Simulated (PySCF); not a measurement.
MgBrI, SMILES [Mg]([Br])[I].

The structure is a stationary point at PBE0-D3(BJ)/def2-TZVP. The def2 effective core potentials stand for the cores of I; spin–orbit coupling is left out.

Computed with C-PCM-M06-2X/def2-SVP (PySCF).

The values are the electrostatic part of the solvation free energy, E(continuum) − E(gas) at the gas-phase geometry, in a cavity of scaled van der Waals radii (PySCF's table); cavitation and dispersion terms are not included. A continuum can't describe solvent molecules that bind to the metal. In vacuum the orbital gap is 7.51 eV. The dipole moment in vacuum is 0.24 D.

```
solvent        ε  ΔG(elec) (kcal/mol)  dipole (D)  gap (eV)
---------  -----  -------------------  ----------  --------
water      78.36                -13.8        0.09      8.11
1-octanol   9.86                -12.2        0.05      8.04
n-hexane    1.88                 -5.7        0.13      7.76
```
